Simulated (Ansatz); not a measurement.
**Interaction energy ladder**

The pair of Ag⁺ (SMILES [Ag+], atom 1) and SiH4O4 (SMILES O[Si](O)(O)O, atoms 2–10), both closed shells, in one local arrangement (a lower one may exist), relaxed at PBE0-D4/def2-TZVP:

```xyz
10
angstrom
Ag -0.9516 -1.8991 -1.9470
O -0.9143 -1.1315 0.2916
Si 0.1291 0.1551 0.1911
O 0.1698 0.1293 -1.4677
O 1.5600 -0.2021 0.8187
O -0.4113 1.5204 0.8352
H -1.1014 -1.5405 1.1406
H 0.7972 0.6761 -1.9478
H 1.9713 0.3638 1.4756
H -1.2486 1.9286 0.6096
```

Program: Ansatz 0.2.0. Basis: def2-TZVPPD, with def2-QZVPPD for the basis limit. Cores are frozen in the correlated methods. Filled d shells of the heavier atoms are correlated. Core potentials replace the inner electrons of the atoms past krypton. B3LYP uses VWN-RPA correlation. Extrapolation: Hartree–Fock as exp(−7.88 √X), correlation as X^−2.97. Interaction energies count from these two fragments, frozen as in the pair, with the counterpoise correction; negative means bound.

What is the interaction energy by CCSD(T) at an estimated basis limit (MP2 extrapolated from triple and quadruple zeta, plus CCSD(T) − MP2 in triple zeta)? (An estimate is asked for; the value comes from the calculation.)

The calculation gives: -47.73 kcal/mol. Hartree–Fock alone gives -36.97 kcal/mol at the basis limit. It counts from the two fragments frozen as in the pair.

The same quantity by other methods in triple zeta, and each one's difference from that estimate:
```json
{"method": "PBE-D4", "E_int (kcal/mol)": "-50.46", "difference": "-2.74"}
{"method": "revPBE-D4", "E_int (kcal/mol)": "-46.90", "difference": "0.82"}
{"method": "BLYP-D4", "E_int (kcal/mol)": "-50.19", "difference": "-2.47"}
{"method": "r2SCAN-D4", "E_int (kcal/mol)": "-52.21", "difference": "-4.48"}
{"method": "B97M-V", "E_int (kcal/mol)": "-50.24", "difference": "-2.52"}
{"method": "PBE0-D4", "E_int (kcal/mol)": "-48.14", "difference": "-0.41"}
{"method": "B3LYP-D4", "E_int (kcal/mol)": "-48.92", "difference": "-1.19"}
{"method": "HSE06-D4", "E_int (kcal/mol)": "-47.97", "difference": "-0.24"}
{"method": "wB97X-V", "E_int (kcal/mol)": "-47.11", "difference": "0.62"}
{"method": "wB97M-V", "E_int (kcal/mol)": "-47.24", "difference": "0.49"}
{"method": "B2PLYP", "E_int (kcal/mol)": "-45.76", "difference": "1.96"}
{"method": "HF", "E_int (kcal/mol)": "-36.55", "difference": "11.17"}
{"method": "MP2", "E_int (kcal/mol)": "-45.11", "difference": "2.62"}
{"method": "CCSD", "E_int (kcal/mol)": "-43.01", "difference": "4.71"}
{"method": "CCSD(T)", "E_int (kcal/mol)": "-44.05", "difference": "3.67"}
```
Differences are method less estimate.

Energy to bend the free fragments (PBE0-D4 minima) into their shapes in the pair, CCSD(T)/def2-TZVPPD: SiH4O4 4.12 kcal/mol. This must be added to the interaction energy to get the binding energy from relaxed fragments.

Basis-set superposition shift (counterpoise-corrected less uncorrected): CCSD(T) 2.82; MP2 2.63; HF 0.10; PBE0-D4 0.11; wB97M-V 0.12 kcal/mol.

No T1 diagnostic of these runs exceeds 0.012.

For scale, one of the runs: CCSD(T)/def2-TZVPPD, 332 basis functions, launched by `ansatz run in.yaml --threads 2 --pin off --events-out ev --progress --plain --max-ram 22528MiB --backend cuda --devices 0, --max-vram 18GiB`. Hardware: 2 CPU threads of an AMD EPYC 7R13 and a share of one NVIDIA H100, shared host. Wall time 11 s; peak host memory 0.9 GiB.
